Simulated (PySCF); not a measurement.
C₂H₅FO₂Si, SMILES C(O[SiH2]F)(=O)C. Atoms are numbered in the order given.

```xyz
11

Si     0.3883    -1.2816     0.0000
F     -0.7186    -2.4631     0.0000
O     -0.5681     0.1340     0.0000
C      0.1037     1.3030     0.0000
C     -0.7979     2.5041     0.0000
O      1.3138     1.3238     0.0000
H      1.1674    -1.3826     1.2500
H      1.1674    -1.3826    -1.2500
H     -1.4519     2.4736     0.8850
H     -0.1991     3.4221     0.0000
H     -1.4519     2.4736    -0.8850
```
Charge 0, spin multiplicity 1.

Geometry: B3LYP-D3(BJ)/def2-SVP. One conformer was computed; it need not be the lowest.

Two levels are set side by side: PBE/pcSseg-1 (PySCF) and HF/pcSseg-1 (PySCF). GIAO shifts against CFCl3 (¹⁹F), H2O (¹⁷O), TMS (²⁹Si), TMS (¹H), TMS (¹³C) at the same level; non-relativistic, no solvent, atoms listed together averaged. Differences are taken from unrounded values.

| quantity | HF |
|---|---|
| δ(²⁹Si) of Si1 (ppm) | -27.8 |
| δ(¹⁹F) of F2 (ppm) | -149.7 |
| δ(¹⁷O) of O3 (ppm) | 186.0 |
| δ(¹³C) of C4 (ppm) | 185.3 |
| δ(¹³C) of C5 (ppm) | 24.8 |
| δ(¹⁷O) of O6 (ppm) | 457.8 |
| δ(¹H) of H7, H8 (ppm) | 4.94 |

Q: What does PBE give, and how far is it from HF? (An estimate is asked for; the answer gives what the named calculation found.)

A: 
| quantity | PBE | PBE minus HF |
|---|---|---|
| δ(²⁹Si) of Si1 (ppm) | -9.2 | 18.5 |
| δ(¹⁹F) of F2 (ppm) | -216.2 | -66.5 |
| δ(¹⁷O) of O3 (ppm) | 246.9 | 60.8 |
| δ(¹³C) of C4 (ppm) | 177.8 | -7.5 |
| δ(¹³C) of C5 (ppm) | 24.5 | -0.3 |
| δ(¹⁷O) of O6 (ppm) | 484.5 | 26.7 |
| δ(¹H) of H7, H8 (ppm) | 5.83 | 0.89 |

Rough cost on one machine, each run with all the roots and properties that it gave: HF against PBE within a factor of 2.
